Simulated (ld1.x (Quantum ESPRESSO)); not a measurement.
**vanadium: excitation energies, all-electron against ultrasoft**

V, ultrasoft, made with ld1.x (Quantum ESPRESSO) 7.5 (PBEsol, scalar-relativistic). Core [Ne], reference 3s2 3p6 3d3 4s2 4p0. Waves: 3s (bound): rcut 1.45, rcutus 2.00 bohr; 4s (bound): rcut 1.45, rcutus 2.00 bohr; 3p (bound): rcut 1.40, rcutus 1.80 bohr; 4p (bound, empty): rcut 1.40, rcutus 1.80 bohr; 3d (bound): rcut 1.80, rcutus 2.45 bohr; 3d channel at 1.65 Ry: rcut 1.80, rcutus 2.45 bohr. Local part: all-electron potential smoothed inside 1.65 bohr (lloc = -1). Core correction: none. Augmentation charge: built from norm-conserving waves at rcut, not smoothed further.

Energies are relative to the spin-unpolarised reference configuration 3s2 3p6 3d3 4s2 4p0; without spin polarisation the order of configurations can differ from experiment.

Its overlap operator is not positive definite in a basis up to 400 Ry (lowest eigenvalue s -0.10), so the file is unfit for use: the generalised eigenproblem breaks down once the basis is large enough, and its test numbers describe a broken file.

| valence configuration | charge | ΔE all-electron (eV) | error AE − PS (meV) |
| --- | --- | --- | --- |
| 3s2 3p6 3d3 4s1 4p0 | +1 | 7.750 | +1018 |
| 3s2 3p6 3d3 4s0 4p0 | +2 | 21.953 | +3113 |
| 3s2 3p6 3d2 4s0 4p0 | +3 | 50.802 | +6528 |
| 3s2 3p5 3d3 4s2 4p0 | +1 | 50.854 | +785 |
| 3s2 3p6 3d3 4s1.5 4p0 | +0.5 | 3.100 | +397 |
| 3s2 3p6 3d3 4s1 4p1 | 0 | 3.368 | +916 |
| 3s2 3p6 3d3.5 4s1.5 4p0 | 0 | 0.052 | -91 |

Levels in the configuration 3s2 3p6 3d2 4s0 4p0:

```
level  all-electron (eV)  pseudo (eV)
   3s           -103.557      -99.413
   3p            -77.163      -73.210
   3d            -36.910      -33.354
```

These tests converged, but a pseudo level misses the all-electron one widely, so the file describes the atom poorly there or has found another state: 3s2 3p6 3d3 4s0 4p0: 3p by 4.3 eV; 3s2 3p6 3d2 4s0 4p0: 3d by 3.6 eV (a node warning on the way).

A Bessel basis up to 400 Ry misses an occupied level by 0.49 Ry, so cutoffs and ghosts were not judged.  The potential misses its own reference levels by up to 1.8 eV, so it is not fit for use.
